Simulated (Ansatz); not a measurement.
C3H9AlO2 (`C[CH](C)[Al]([OH])[OH]`), relaxed with RKS PBE0-D4/def2-TZVP in the Gaussian-basis code of Ansatz from a PBE-D4/def2-SVP geometry. The force threshold is 0.005 eV/Å; the program also tests the step.

The species carries charge 0 and has multiplicity 1.

Start:

```xyz
15

C    -0.964   -0.708    1.302
C    -0.396   -0.588   -0.123
C     0.817   -1.517   -0.326
Al    0.070    1.272   -0.560
O    -0.568    1.976   -1.997
O     1.117    2.107    0.524
H    -0.232   -0.368    2.065
H    -1.887   -0.107    1.442
H    -1.220   -1.763    1.548
H    -1.188   -0.885   -0.847
H     1.660   -1.244    0.346
H     0.557   -2.576   -0.099
H     1.203   -1.493   -1.367
H    -0.393    2.875   -2.314
H     1.422    3.019    0.406
```

(1) By how much does the energy fall, and how many steps does the optimiser take? (Best estimate.)

(2) Which bonds change most? (Best estimate.)

(3) Give the relaxed structure. (An estimate is asked.)

Answers

(1) Computed: 1.47 kcal/mol, in 7 steps.

(2) Computed: Al4–O6 from 1.723 to 1.699 Å; Al4–O5 from 1.722 to 1.699 Å; C3–H12 from 1.114 to 1.097 Å; C1–H9 from 1.114 to 1.097 Å.

(3) Ansatz gave: 
```xyz
15

C    -0.950   -0.710    1.293
C    -0.395   -0.578   -0.126
C     0.805   -1.509   -0.319
Al    0.065    1.270   -0.565
O    -0.546    1.975   -1.984
O     1.089    2.104    0.503
H    -0.225   -0.370    2.039
H    -1.866   -0.130    1.440
H    -1.187   -1.756    1.525
H    -1.177   -0.881   -0.834
H     1.636   -1.233    0.337
H     0.538   -2.546   -0.078
H     1.180   -1.503   -1.347
H    -0.365    2.863   -2.284
H     1.397    3.001    0.398
```
